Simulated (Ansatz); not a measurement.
Reactions of C2H7GeN (`[CH3][GeH2][CH]=N`).

Gas-phase electronic energies from Ansatz, PBE0-D4/def2-TZVP geometries. CCSD(T)/CBS is the MP2 limit (def2-TZVPP, def2-QZVPP) plus CCSD(T) − MP2 in def2-TZVPP, frozen cores. This one scheme is used for every species. def2 core potentials past Kr. For Ge, Se, Te outer-core shells are correlated without core-valence functions, which leaves a few kJ/mol of doubt a bond. Scalar relativity is left out up to krypton. One conformer a species, not always the lowest.

Q: Order these by ΔE at CCSD(T)/CBS, lowest first. (Estimate.)
A. `[CH3][GeH2][CH]=N` + `CCl` → `N=[CH][GeH2][CH2]Cl` + CH₄
B. `[CH3][GeH2][CH]=N` + `C[SeH]` → `[CH3][GeH2][Se]C` + `C=N`
C. `[CH3][GeH2][CH]=N` → `[CH3][GeH]` + `C=N`
D. `[CH3][GeH2][CH]=N` + CH₃NH₂ → `C[NH][GeH2][CH3]` + `C=N`
E. `[CH3][GeH2][CH]=N` + H₂S → `N=[CH][GeH2][SH]` + CH₄
F. `[CH3][GeH2][CH]=N` + H₂Te → `[CH3][GeH2][TeH]` + `C=N`

A: F (-0.92 eV), B (-0.82 eV), E (-0.64 eV), D (-0.20 eV), A (+0.04 eV), C (+1.53 eV).

Largest T1 diagnostic: 0.012, for `C=N`.
